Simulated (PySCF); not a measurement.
Relaxation of singlet SeO₃

These are results of PySCF, PBE, basis Se def2-TZVP, O def2-TZVP (no relativity, density fitting), not measurements. A (50,194) grid was used.

A hand-made trigonal planar start, of D3h symmetry, held to at least that symmetry:

```xyz
4
charge 0 multiplicity 1, angstrom
Se    0.0000    0.0000    0.0000
O     1.6400    0.0000    0.0000
O    -0.8200    1.4203    0.0000
O    -0.8200   -1.4203    0.0000
```

Optimiser trace:
```tsv
step	E − E(last) (kJ/mol)	largest gradient (Eh/bohr)
0	2.76	0.01724
1	0.23	0.00528
2	0.00	0.00035
3	0.00	0.00001
```

It ends at D3h with Se–O 1.619 Å (×3); O–Se–O 120.0° (×3). A frequency run shows a minimum. Other isomers or separated fragments may lie lower.
